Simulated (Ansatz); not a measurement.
Basis sets compared for (MeSi)4O6 adamantane (C4H12O6Si4). The state is a singlet with charge 0. Geometry r2SCAN-D4/def2-SVP. Ansatz on 4 threads of Arm Neoverse V2 on a shared host; times are rough, and most runs start from earlier orbitals.

```
atom    x (Å)    y (Å)    z (Å)
 Si1  -0.3095  -0.5310  -1.6426
  C2  -0.6325  -1.0857  -3.3595
  O3  -0.8634   1.0225  -1.3316
 Si4  -0.6166   1.6280   0.2141
  C5  -1.2611   3.3292   0.4380
  O6   1.0354   1.5031   0.4826
 Si7   1.7273  -0.0155   0.3038
  C8   3.5324  -0.0320   0.6217
  O9   1.3216  -0.5096  -1.2480
 O10   0.8633  -1.0224   1.3317
Si11  -0.8012  -1.0812   1.1248
 C12  -1.6388  -2.2115   2.2997
 O13  -1.0354  -1.5029  -0.4828
 O14  -1.3216   0.5096   1.2482
 H15  -0.2529  -2.1074  -3.5109
 H16  -0.1344  -0.4183  -4.0788
 H17  -1.7129  -1.0801  -3.5684
 H18  -2.3519   3.3488   0.2940
 H19  -0.8005   4.0136  -0.2903
 H20  -1.0362   3.6949   1.4512
 H21   4.0535   0.6291  -0.0870
 H22   3.9331  -1.0505   0.5083
 H23   3.7455   0.3150   1.6440
 H24  -1.2662  -3.2395   2.1755
 H25  -2.7253  -2.2107   2.1251
 H26  -1.4517  -1.8954   3.3370
```

Binding counts from free atoms (Si triplet, C triplet, O triplet, H doublet) in the same basis, without a counterpoise term.

| level | functions | energy (Eh) | HOMO (eV) | LUMO (eV) | binding per atom (eV) | wall time |
| --- | --- | --- | --- | --- | --- | --- |
| PBE-D4/def2-SVP | 272 | -1767.5190 | -6.92 | 0.48 | 4.76 | 8 s |
| PBE0-D4/def2-SVP | 272 | -1767.6680 | -8.74 | 1.35 | 4.67 | 16 s |

Problem. Estimate the rows for PBE-D4/def2-TZVP, PBE0-D4/def2-TZVP (with forces).

Solution. 
| level | functions | energy (Eh) | HOMO (eV) | LUMO (eV) | binding per atom (eV) | wall time |
| --- | --- | --- | --- | --- | --- | --- |
| PBE-D4/def2-TZVP | 530 | -1768.7032 | -7.09 | -0.07 | 4.79 | 17 s |
| PBE0-D4/def2-TZVP (with forces) | 530 | -1768.8442 | -8.80 | 0.75 | 4.71 | 53 s |
